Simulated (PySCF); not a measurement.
Input of a run (PBE0-D3(BJ)/def2-SVP geometry optimisation, gas phase, def2 core potentials past Kr (PySCF 2.14.0)), started from GFN2-xTB:
```
{"job": {"xc": "PBE0", "basis": "def2-SVP", "d3": "d3bj", "grid": 1, "maxiter": 40, "kind": "geom"}, "charge": 0, "multiplicity": 1}
Cd    -0.747470    -0.810140    -1.052090
S      1.677520    -0.546270    -0.771140
Cd     0.747460     0.810150     1.052120
S     -1.677510     0.546270     0.771110
```

Output (energies in Eh, forces in Eh/bohr):
```
step   0  E = -1131.35079498  max force = 0.012015
step   1  E = -1131.35461770  max force = 0.008317
step   2  E = -1131.35663894  max force = 0.002466
step   3  E = -1131.35673702  max force = 0.000691
step   4  E = -1131.35674861  max force = 0.000761
step   5  E = -1131.35557431  max force = 0.009027
step   6  E = -1131.35634336  max force = 0.004738
step   7  E = -1131.35654576  max force = 0.002873
step   8  E = -1131.35664558  max force = 0.000433
step   9  E = -1131.35664724  max force = 0.000321
optimisation converged
```

Summarise the run.

The energy falls by 3.7 kcal/mol over 10 energy and gradient evaluations, the largest force component goes from 0.0120 to 3.2e-04 Eh/bohr, and the atoms move by 0.109 Å rms after alignment. Among the bonds, Cd1–S2 and Cd3–S4 change most and about equally (-0.009 to -0.008 Å). Bonds longer at the end by more than 0.005 Å: 0 of 4; shorter: 2. Among the angles that change most is S2–Cd1–S4, from 103.3° to 110.5°. The energy rose by more than 1e-6 Eh at step 5. The first step brought 65 % of the lowering.

What are the final bond lengths?

Cd1–S2 2.447 Å, Cd1–S4 2.451 Å, S2–Cd3 2.451 Å, Cd3–S4 2.447 Å. Numbering counts from 1 in the input's order; the species is (CdS)2 ring (Cd2S2).

The run used 98 basis functions and 77 SCF cycles in all.

Stationary, but not proved a minimum.
